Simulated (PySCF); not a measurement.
Delta-SCF ions had no search for a lower state. Excitations are Tamm–Dancoff values on a coarser integration grid. The basis has no diffuse functions, so Rydberg states are missing or too high.

# C3H4O, SMILES `CC#CO` (charge 0, multiplicity 1)

All values below come from M06-2X/def2-TZVP run with PySCF.

- HOMO: -8.07 eV
- dipole moment: 0.330 e·Å
- HOMO–LUMO gap: 9.29 eV
- LUMO: 1.22 eV
- S1 excitation (TDA): 6.13 eV
- S1 oscillator strength: 0.003
- T1 excitation (TDA): 5.91 eV
- S1–T1 gap (TDA): 0.22 eV
- vertical ionisation energy (Delta-SCF): 9.44 eV
- total energy: -5220.79 eV
- cost: around 9 core-minutes (rough)

```xyz
8

C     -1.4052     0.0655     0.1008
C      0.0405    -0.0865    -0.0434
C      1.2240    -0.2106    -0.1629
O      2.5125    -0.4094    -0.3264
H     -1.7887    -0.5602     0.9068
H     -1.9164    -0.2144    -0.8205
H     -1.6618     1.1010     0.3248
H      3.0083     0.3316     0.0413
```
